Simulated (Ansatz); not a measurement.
Cost and result for the atomization energy of `O[SiH2]/C=C/F` (10 atoms, 9 bonds).

Z-matrix (Å, degrees):
```
Si
C 1 1.850
O 1 1.650 2 110.8
H 1 1.490 2 108.9 3 -122.2
H 1 1.483 2 110.7 3 117.7
C 2 1.322 1 121.0 3 -7.0
H 2 1.088 1 121.2 3 173.2
H 3 0.958 1 117.3 2 -84.3
F 6 1.337 2 122.9 1 180.0
H 6 1.085 2 125.6 1 -0.2
```

Charge 0, multiplicity 1. All single points use the PBE0-D4/def2-TZVP geometry. It is one conformer, not always the lowest. Program: Ansatz. All runs use 4 threads of an Arm Neoverse V2 on a shared host. Times are those of one run each, without the atoms' runs, and a repeat can differ threefold. Electronic energies, without spin–orbit coupling; frozen cores. CCSD(T)/CBS adds CCSD(T) − MP2 in def2-TZVPP to the MP2 limit, and its time is that of the two runs behind it. T1 = 0.012. B3LYP takes the VWN-RPA correlation (the form of Gaussian; ORCA's B3LYP/G).

CCSD(T)/CBS is a level of theory with its own doubt, some kJ/mol a heavy atom from the limit and from the frozen cores, so smaller differences don't rank the functionals.

```tsv
level	functions	wall time	atomization (kcal/mol)	difference from CCSD(T)/CBS	per bond
BLYP-D4/def2-TZVPP	236	1.6 s	924.2	-1.3	-0.1
revPBE-D4/def2-TZVPP	236	1.6 s	917.9	-7.6	-0.8
PBE0-D4/def2-TZVPP	236	2 s	922.2	-3.3	-0.4
BHLYP-D4/def2-TZVPP	236	2.2 s	891.8	-33.7	-3.7
CAM-B3LYP-D4/def2-TZVPP	236	2.4 s	928.4	2.9	0.3
B3LYP-D4/def2-TZVPP (with forces)	236	3.3 s	922.5	-3.0	-0.3
CCSD(T)/def2-SVP	99	3.5 s	867.4	-58.1	-6.5
r2SCANh-D4/def2-TZVPP	236	3.8 s	919.2	-6.3	-0.7
ωB97X-V/def2-TZVPP	236	5.5 s	926.0	0.5	0.1
ωB97M-V/def2-TZVPP (with forces)	236	8 s	926.8	1.3	0.2
MP2/def2-QZVPP	448	15 s	935.5	10.0	1.1
CCSD(T)/def2-TZVPP	236	100 s	900.1	-25.4	-2.8
CCSD(T)/CBS(def2)	–	120 s	925.5	0.0	0.0
```

From r2SCAN to r2SCAN0 (25 % exact exchange), in def2-TZVPP and without D4, the atomization energy moves by −18.3 kcal/mol: exact exchange takes away binding that semilocal exchange gives to molecules. The D4 term adds +7.0 kcal/mol with B3LYP and +3.6 kcal/mol with PBE0; it sums over pairs of atoms, weighted by their polarisabilities, and B3LYP, whose exchange is more repulsive, gets the larger term. At CCSD(T), def2-SVP lies −58.1 kcal/mol from the extrapolated value and def2-TZVPP −25.4 kcal/mol: correlation converges slowly with the basis, and small sets miss more of it in the bonded molecule than in its fragments.
